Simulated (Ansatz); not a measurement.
Basis-set series for `FCC(F)C(F)(F)OC(F)F`. Total charge 0; spin multiplicity 1. All single points use the PBE0-D4/def2-TZVP geometry. It is one conformer, not always the lowest.

```
functional       basis  functions  energy (Eh)  HOMO (eV)  LUMO (eV)
   PBE0-D4    def2-SVP        174   -827.67339      -9.93       1.46
   PBE0-D4  def2-QZVPP        747   -828.70289     -10.12       0.69
   ωB97M-V    def2-SVP        174   -828.25609     -12.32       3.59
   ωB97M-V  def2-QZVPP        747   -829.30537     -12.54       2.02
```

Give the rows for def2-TZVPP. (Estimate.)

The calculation gave: 
```
functional       basis  functions  energy (Eh)  HOMO (eV)  LUMO (eV)
   PBE0-D4  def2-TZVPP        397   -828.66130     -10.07       1.00
   ωB97M-V  def2-TZVPP        397   -829.26608     -12.49       2.87
```

Positive LUMOs are unbound and depend on the basis.

Computed with Ansatz.
